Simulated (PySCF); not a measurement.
# Indium: a sound run and one with changed settings

Sound run: In [Kr] 4d10 5s2 5p1, In⁺ [Kr] 4d10 5s2. Computed with PySCF 2.14 in cc-pVTZ-PP with ECP28MDF (5s4p3d1f, 39 functions), with a scalar-relativistic core potential. In the sound run the correlated levels freeze 4s2 4p6 4d10 outside the core potential. The sound run starts from symmetry-adapted Hartree-Fock orbitals and uses a fine grid where one is needed.

A second run was set up differently.

| species | method | sound run (hartree) | changed run (hartree) | converged |
| --- | --- | --- | --- | --- |
| In | MP2 | -189.24024 | -189.32788 | yes |
| In⁺ | MP2 | -189.04201 | -189.12628 | yes |

Ionisation energy of In:

```csv
method,sound run (eV),changed run (eV)
UHF,5.213,5.213
MP2,5.394,5.486
SCS-MP2,5.378,5.428
```

(1) What was changed?
A. basis contracted for another Hamiltonian
B. minimal basis
C. level shift left on
D. all electrons correlated in a valence basis

## Answers

(1) D. A valence basis has no tight correlating functions, so it recovers only part of the core correlation, and not evenly between atom and ion.
